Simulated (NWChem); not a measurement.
System: BO, doublet; SMILES [B]=O

Input file for NWChem:

```
start job
memory heap 200 mb stack 900 mb global 1100 mb
geometry units angstroms noautoz
  B      0.000000     0.000000    -0.737635
  O      0.000000     0.000000     0.464187
end
basis spherical
  B library def2-tzvp
  O library def2-tzvp
end
dft
  odft
  mult 2
  xc r2scan0
  iterations 150
  mulliken
end
task dft energy
```

All runs use the structure optimised with PBE0/def2-SVP, spin-unrestricted. No stability test was run on the SCF state.

Predict the main results of this run. (r2SCAN0/def2-TZVP, spin-unrestricted.) Quantities: energy (Ha); highest occupied level (eV); lowest empty minus highest occupied level, either spin (eV); dipole (D); <S²>.


```json
{
 "energy (Ha)": "-100.00",
 "highest occupied level (eV)": "-10.26",
 "lowest empty minus highest occupied level, either spin (eV)": "6.20",
 "dipole (D)": "2.48",
 "<S²>": "0.767"
}
```
